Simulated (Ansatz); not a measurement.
The inner images of a band of BClF2 + FH (6 atoms, charge 0, multiplicity 1) are given out of order.

The calculation used RKS LDA/def2-SVP in Ansatz 0.2.0.

Initial state:

```xyz
6
Properties=species:S:1:pos:R:3
B 0.007 -0.040 0.130
Cl -0.002 0.396 1.914
F 1.142 0.147 -0.511
F -1.139 0.081 -0.506
F 0.058 -1.782 0.488
H 0.053 -1.531 1.436
```

Final state:

```xyz
6
Properties=species:S:1:pos:R:3
B 0.016 -0.394 -0.319
Cl 0.006 0.121 2.287
F 1.137 0.229 -0.590
F -1.139 0.165 -0.586
F 0.053 -1.675 0.018
H 0.047 -1.175 2.141
```

Q: Put them in order from the first end to the last, with their energies above the first end.
A.
```xyz
6
Properties=species:S:1:pos:R:3
B 0.009 -0.118 0.105
Cl 0.001 0.308 1.950
F 1.144 0.143 -0.512
F -1.141 0.078 -0.507
F 0.057 -1.737 0.469
H 0.050 -1.403 1.444
```
B.
```xyz
6
Properties=species:S:1:pos:R:3
B 0.016 -0.368 -0.144
Cl 0.006 0.141 2.160
F 1.145 0.187 -0.515
F -1.143 0.125 -0.511
F 0.054 -1.684 0.204
H 0.042 -1.129 1.757
```
C.
```xyz
6
Properties=species:S:1:pos:R:3
B 0.014 -0.300 -0.027
Cl 0.005 0.168 2.057
F 1.147 0.164 -0.512
F -1.143 0.102 -0.507
F 0.054 -1.684 0.322
H 0.043 -1.179 1.618
```
D.
```xyz
6
Properties=species:S:1:pos:R:3
B 0.012 -0.200 0.061
Cl 0.003 0.230 1.993
F 1.145 0.148 -0.514
F -1.142 0.083 -0.509
F 0.056 -1.701 0.427
H 0.046 -1.290 1.493
```
E.
```xyz
6
Properties=species:S:1:pos:R:3
B 0.017 -0.395 -0.253
Cl 0.007 0.127 2.272
F 1.140 0.210 -0.545
F -1.140 0.146 -0.540
F 0.054 -1.683 0.097
H 0.043 -1.134 1.921
```

A: A (+0.023 eV), D (+0.058 eV), C (-0.088 eV), B (-0.330 eV), E (-0.442 eV).

Run time: 50 s on 1 thread of Arm Neoverse V2, on a shared host, peak memory 0.13 GiB.
